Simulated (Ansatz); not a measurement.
```yaml
crystal:
  periodic: [false, false, false]
  atoms:
    - {symbol: Zr, position_ang: [1.667280, -0.470057, -0.687155]}
    - {symbol: Zr, position_ang: [-1.009039, -0.606265, 1.444727]}
    - {symbol: Zr, position_ang: [-0.570985, 1.883830, -0.596421]}
    - {symbol: O, position_ang: [1.367848, 1.713722, -0.732198]}
    - {symbol: O, position_ang: [-1.122248, 1.586987, 1.251397]}
    - {symbol: O, position_ang: [-2.519571, -1.416767, 0.755543]}
    - {symbol: O, position_ang: [1.381858, -1.218251, -2.352185]}
    - {symbol: O, position_ang: [0.804868, -1.473190, 0.916282]}
basis:
  gaussian: {orbitals: def2-mTZVP, final_grid: {core_spheres: 5, valence_spheres: 4, degree: 11}}
hamiltonian: {xc: {name: PBE}, dispersion: d4}
output: {forces: true}
```

```sh
$ ansatz run in.yaml --threads 4 --pin off --events-out ev --progress --plain --max-ram 8704MiB
```

It prints (some lines left out):

```
Functional definition: PBE
1723 factors; their error is unknown
mean field evaluation 1: about -14028.3619 eV, gradient 1.7e2 eV
mean field evaluation 2: about -13037.7858 eV, gradient 5.1e2 eV
mean field evaluation 4: about -13311.6760 eV, gradient 4.3e2 eV
mean field evaluation 8: about -14057.4015 eV, gradient 8.1e1 eV
mean field evaluation 16: about -14081.7090 eV, gradient 3.9e-3 eV
mean field -14081.70896094 eV, -517.4932593896 hartree, gradient 1.7e-5 eV, S^2 0.000000; 1 other end points of the search recorded, 0 dependent functions left out
reference -14081.70903692 eV, -517.4932621815 hartree; 38, 38 occupied and 181, 181 virtual orbitals, 1723 factors
Total energy: -14082.06382575 eV, -517.5063004307 hartree
Atom 0 at     1.667280    -0.470057    -0.687155 Å, force    -1.528722    -0.537820    -0.730560 eV/Å
Atom 1 at    -1.009039    -0.606265     1.444727 Å, force    -0.338619    -0.477282    -1.678590 eV/Å
Atom 2 at    -0.570985     1.883830    -0.596421 Å, force     1.417326    -1.176254     1.704034 eV/Å
Atom 3 at     1.367848     1.713722    -0.732198 Å, force    -1.631294    -0.542897     0.212487 eV/Å
Atom 4 at    -1.122248     1.586987     1.251397 Å, force     0.602049    -0.429186    -1.566605 eV/Å
Atom 5 at    -2.519571    -1.416767     0.755543 Å, force     1.761825     0.993440     0.859657 eV/Å
Atom 6 at     1.381858    -1.218251    -2.352185 Å, force     0.384234     0.923374     1.956875 eV/Å
Atom 7 at     0.804868    -1.473190     0.916282 Å, force    -0.666799     1.246624    -0.757298 eV/Å
Dipole moment:     0.381053     1.219452     0.556317 e Å
```

It took 7.5 s on 4 threads of Intel Xeon on a shared host.

In the def2 sets Zr takes a core potential; there is no spin–orbit coupling.
